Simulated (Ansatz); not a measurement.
`F[Si]Br` + CH₃OH → `CO[Si]F` + HBr at 500 K and 1 bar (ligand exchange at the Si–Br bond).

Computed with Ansatz on PBE0-D4/def2-TZVP structures; ΔE is electronic, products minus reactants. CCSD(T)/CBS is the MP2 limit (def2-TZVPP, def2-QZVPP) plus CCSD(T) − MP2 in def2-TZVPP, frozen cores. This one scheme is used for every species. For Br outer-core shells are correlated without core-valence functions, which leaves a few kJ/mol of doubt a bond. Scalar relativity is left out up to krypton. Each species was taken in one conformer, which may not be the lowest.

| species | CCSD(T)/CBS energy (Eh) | H − E (kJ/mol) | S (J/(mol·K)) |
| --- | --- | --- | --- |
| `F[Si]Br` | -2962.26094 | 31.7 | 314.0 |
| CH₃OH | -115.61712 | 157.0 | 265.4 |
| `CO[Si]F` | -503.96814 | 151.3 | 350.4 |
| HBr | -2573.91920 | 30.5 | 213.7 |

H − E and S are ideal-gas, rigid-rotor, harmonic terms from PBE0-D4/def2-TZVP, for one conformer and one mirror image of each species. 1 Eh = 2625.50 kJ/mol, R = 8.31446 J/(mol·K).

Question: By hand: ΔE, ΔH, ΔS and ΔG.

Answer: ΔE = (-503.96814) + (-2573.91920) − (-2962.26094) − (-115.61712) = -0.00928 Eh = -24.4 kJ/mol. Δ(H − E) = 151.3 + 30.5 − 31.7 − 157.0 = -6.9, so ΔH = -31.3 kJ/mol. ΔS = 350.4 + 213.7 − 314.0 − 265.4 = -15.3 J/(mol·K). ΔG = -31.3 − 500 × (-15.3)/1000 = -23.6 kJ/mol.

Question: By hand: the equilibrium constant, and the temperature at which ΔG would vanish if ΔH and ΔS stayed fixed.

Answer: log₁₀ K = −ΔG/(RT ln 10) = 2.5. ΔG = 0 at ΔH/ΔS = 2046 K, though so small a ΔS makes that figure unsure.

ΔH outweighs TΔS. A doubt of 5 kJ/mol in ΔE shifts log₁₀ K by 0.5 here. Other conformers and mirror images would add mixing entropy, several J/(mol·K) or more a flexible species. These are equilibria of isolated gas molecules and say nothing of rates. Largest T1 diagnostic: 0.014 (customary marks: 0.02 for closed shells, 0.045 for open ones).
